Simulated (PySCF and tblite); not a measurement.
C₅H₈FNO, numbered as in [CH3:1][O:2][C@H:3]([CH3:4])[C@H:5]([F:6])[C:7]#[N:8].

First level. Free energies: PBE0-D3(BJ)/pcSseg-1 on GFN2-xTB structures plus GFN2-xTB thermal terms, symmetry and mirror images included. Conformers within 2.5 kcal/mol (GFN2-xTB free energy) were kept, 6 at most. GIAO shieldings: PBE0/pcSseg-1. Shifts are against TMS (¹H), TMS (¹³C), CFCl3 (¹⁹F), NH3 (¹⁵N) at the same level. (PySCF 2.14, tblite 0.8.)

It gives, at 298.15 K, with 6 conformers (largest weight 34 %): ¹H: 5.32 (H5, 1H), 3.66 (H3, 1H), 3.62 (H1, 3H), 1.46 (H4, 3H) ppm. ¹³C: 120.2 (C7), 84.5 (C5), 82.8 (C3), 59.7 (C1), 16.9 (C4) ppm. ¹⁹F: -223.2 (F6) ppm. ¹⁵N: 319.3 (N8) ppm.

Second level: GFN2-xTB geometries, energies OPBE-D3(BJ)/pcSseg-1 (IEF-PCM, methanol), shieldings OPBE/pcSseg-1 (IEF-PCM, methanol), on up to 6 of the same conformers.

(1) How do the averaged shifts change?

Unscaled ¹⁹F and ¹⁵N shifts at such levels can be off by tens of ppm; differences between conformers or isomers are more reliable. Shifts are unscaled: against experiment ¹³C can be off by 15 ppm or more and ¹H by 0.8 ppm. For its torsions the set is small; conformers may be missing.

Results:

(1) 
| signal | first | second | change (ppm) |
| --- | --- | --- | --- |
| H1 | 3.62 | 3.73 | 0.11 |
| H3 | 3.66 | 4.12 | 0.47 |
| H4 | 1.46 | 1.46 | 0.00 |
| H5 | 5.32 | 5.97 | 0.65 |
| C1 | 59.7 | 59.0 | -0.7 |
| C3 | 82.8 | 82.1 | -0.7 |
| C4 | 16.9 | 17.5 | 0.6 |
| C5 | 84.5 | 82.6 | -1.9 |
| C7 | 120.2 | 118.9 | -1.3 |

The largest weight becomes 58 %.


¹⁵N shifts are against a computed isolated NH3 molecule, about 20 ppm from the liquid.

Conformer gaps in pcSseg-1 on xTB geometries can be 2 kcal/mol off for S=O, P=O and other polar bonds.